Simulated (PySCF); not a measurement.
# How methods differ on the ionisation energy of Bi

Bi [Xe] 4f14 5d10 6s2 6p3 (4S) → Bi+ [Xe] 4f14 5d10 6s2 6p2 (3P), as a difference of total energies. Calculation: PySCF 2.14, in aug-cc-pwCVDZ-PP with ECP60MDF; a scalar-relativistic core potential. Correlated levels: valence: 5s2 5p6 5d10 frozen. The calculations carry no spin-orbit coupling.

```tsv
method	ionisation energy (eV)
UHF	8.226
MP2 (valence)	8.501
SCS-MP2 (valence)	8.401
CCSD (valence)	8.497
CCSD(T) (valence)	8.506
```

Task: How much does correlation contribute at CCSD(T) (valence)?

Result: 8.506 − (8.226) = 0.280 eV, measured against UHF.

Spin-orbit coupling is strong in these open shells (close to jj coupling). The scalar numbers leave it out and a first-order estimate fails, so it can dominate the gap to the real levels.

Errors of the correlated levels include the incompleteness of this basis and the frozen core.

For comparison: 7.286 eV (measured; NIST Atomic Spectra Database, ionization energies).
